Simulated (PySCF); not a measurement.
# Exercise with solution: chemical shift, span and skew from a shielding tensor

1,3-dichlorobuta-1,2-diene (C4H4Cl2), SMILES CC(Cl)=C=CCl. Atoms are numbered in the order given.

```xyz
10

C     -1.9605    -1.3765     0.4041
C     -1.0572    -0.3401    -0.1943
Cl    -1.9053     1.0521    -0.8780
C      0.2512    -0.3855    -0.2493
C      1.5555    -0.4460    -0.2964
Cl     2.5965     0.1882     0.9648
H     -2.6575    -1.7595    -0.3585
H     -1.3742    -2.2116     0.8112
H     -2.5641    -0.9309     1.2110
H      2.1128    -0.8944    -1.1242
```
Charge 0, spin multiplicity 1.

The structure is a stationary point at B3LYP-D3(BJ)/def2-SVP.

GIAO shieldings from HF/pcSseg-1 (PySCF), non-relativistic, no solvent. The symmetric part of the tensor of C4 has the principal values -50.3, -29.8, 1.9 ppm. The same nucleus in TMS has σ = 192.6 ppm at this level (PySCF, at its B3LYP-D3(BJ)/def2-TZVP geometry). Without spin–orbit terms, shifts of atoms bonded to Cl or Br come out too high.

Question: Work out the isotropic shielding, the ¹³C shift against TMS, the span and the skew.

Answer: 
σ(iso) = (σ11 + σ22 + σ33)/3 = -26.1 ppm. δ = σ(ref) − σ(iso) = 192.6 − (-26.1) = 218.7 ppm.
Span Ω = σ33 − σ11 = 52.2 ppm. Skew κ = 3(σ(iso) − σ22)/Ω = 0.21. Tumbling in solution averages the tensor to δ; in a static solid the shielding alone would spread this spin-1/2 line over Ω.
